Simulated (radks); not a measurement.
The bismuth ion Bi+, 82 electrons, occupied as [Xe] 4f14 5d10 6s1.5 6p2.5 (fractional occupations, a model configuration). Calculated with a radial shooting solver on a logarithmic mesh with Libxc functionals: Dirac Kohn-Sham, LDA (Slater exchange, Perdew-Wang correlation), spin-unpolarised, spherical densities, point nucleus; open shells are shared between the two j in proportion to 2j + 1.

Normalised radial functions P(r) = r R(r) (large component), r in bohr:

r,5d3/2,6p3/2
0.0007027,0.0000,0.0003
0.001118,0.0000,0.0007
0.001763,0.0001,0.0016
0.002782,0.0003,0.0037
0.004425,0.0009,0.0083
0.006981,0.0028,0.0177
0.01101,0.0086,0.0353
0.01752,0.0256,0.0638
0.02764,0.0696,0.0938
0.04396,0.1671,0.0911
0.06935,0.3072,0.0056
0.1094,0.3481,-0.1231
0.174,0.0206,-0.0735
0.2746,-0.4803,0.1692
0.4332,-0.2789,0.0786
0.689,0.6519,-0.2937
1.087,1.0193,-0.0956
1.729,0.5765,0.4984
2.728,0.1468,0.6544
4.303,0.0136,0.3359
6.844,0.0002,0.0599

5d3/2: eigenvalue -37.874 eV, 2 radial nodes at r = 0.177, 0.504 bohr, <r> = 1.21 bohr, 90 % of the charge inside 1.81 bohr. 6p3/2: eigenvalue -11.450 eV, 4 radial nodes at r = 0.0707, 0.201, 0.475, 1.17 bohr, <r> = 2.85 bohr, 90 % of the charge inside 4.20 bohr.
